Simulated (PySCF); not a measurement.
TiO₂, SMILES [O]=[Ti]=[O], multiplicity 1.

Geometry: TPSSh-D3(BJ)/def2-TZVP. The multiplicity is an assumed one; other spin states were not compared. The isomer is the one that the SMILES or the coordinates give; other isomers of the formula were not compared.

Computed with B3LYP/def2-TZVPD run with PySCF.

Gas-phase values at a fixed geometry.

The total energy is -1000.03684 hartree, the point group comes out as C2v and the highest occupied level is -7.13 eV. The lowest empty level is -3.29 eV and the orbital gap comes out as 3.84 eV. The dipole moment comes out as 6.75 D and the quadrupole, principal values (traceless, Buckingham form, about the centre of nuclear charge) comes out as -14.12, 6.75, 7.37 D·Å. The mean static polarisability is 34.5 bohr³ (5.11 Å³). The polarisability, principal values is 23.3, 28.4, 51.8 bohr³.
